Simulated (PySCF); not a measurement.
CaO⁻: energy against distance

Set-up: basis Ca aug-cc-pVDZ-X2C, O aug-cc-pVDZ-DK; spin-free X2C with a Gaussian nucleus; PySCF 2.14. Energies in eV from Ca + O⁻ in their ground configurations at the same level. State: ²Σ⁺ (doublet), unpaired electrons σ ↑.

```
R (Å)    PBE0
1.623  -2.547
1.698  -3.148
1.774  -3.487
1.830  -3.610
1.887  -3.646
1.944  -3.614
2.019  -3.494
2.113  -3.265
2.227  -2.947
2.378  -2.568
```

**Question.** Put a parabola through the three lowest points of the PBE0 curve and estimate Re, k and ωe (reduced mass 11.42 u; 1 eV/Å² = 0.16022 mdyn/Å; ωe = 1302.8·√(k/μ) cm⁻¹).

**Answer.** Through R = 1.83, 1.887, 1.944 Å the second-order coefficient is 10.5 eV/Å², so Re ≈ 1.889 Å, k ≈ 3.35 mdyn/Å and ωe ≈ 706 cm⁻¹. A polynomial fit of higher order to the unrounded PBE0 energies gives Re = 1.886 Å, k = 3.39 mdyn/Å, ωe = 710 cm⁻¹; anharmonicity and rounding make the difference.

The higher-order fit for each curve: PBE0: Re = 1.886 Å, ωe = 710 cm⁻¹, De = 3.65 eV.

For an ion De counts to the pair picked by the measured ionisation energies or electron affinities, which need not be the lowest pair at this level. The highest Kohn–Sham level is positive in this anion. Much of that is self-interaction error, but it also means that the finite basis helps to hold the extra electron. The state is the lowest determinant that a PBE0 search found; another state may lie lower at other levels.
